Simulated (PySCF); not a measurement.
**Run times: molybdenum in aug-cc-pwCVTZ-DK**

Measured wall times of calculations with PySCF 2.14 in aug-cc-pwCVTZ-DK (11s10p8d4f3g, 136 functions), with the spin-free X2C one-electron Hamiltonian (Gaussian nucleus), run from one Python driver. Hardware: 2 threads of Neoverse-V2 on a shared host, 2.6 GiB allowed. The two-electron integrals over 136 functions were computed once and kept in memory (9.5 CPU seconds with the set-up); the times below exclude them. Kohn-Sham runs start from converged Hartree-Fock orbitals.

Launch command (the driver calls PySCF for each step listed in the task file):

```bash
OMP_NUM_THREADS=2 python atomrun2.py TASK.json OUT
```

| species | step | iterations | wall time (s) |
| --- | --- | --- | --- |
| Mo²⁺ [Kr] 4d4 | UHF with spin-orbit constants | 8 | 3.1 |
| Mo²⁺ [Kr] 4d4 | LDA | 7 | 1.8 |
| Mo²⁺ [Kr] 4d4 | PBE | 7 | 2.5 |
| Mo²⁺ [Kr] 4d4 | PBE0 | 6 | 3.3 |
| Mo²⁺ [Kr] 4d4 | r2SCAN | 7 | 6.3 |
| Mo²⁺ [Kr] 4d4 | MP2 (4 electrons) |  | 0.32 |
| Mo²⁺ [Kr] 4d4 | MP2 (12 electrons) |  | 1.3 |

Peak memory of the process: 0.81 GiB. Times on a shared host vary from run to run.
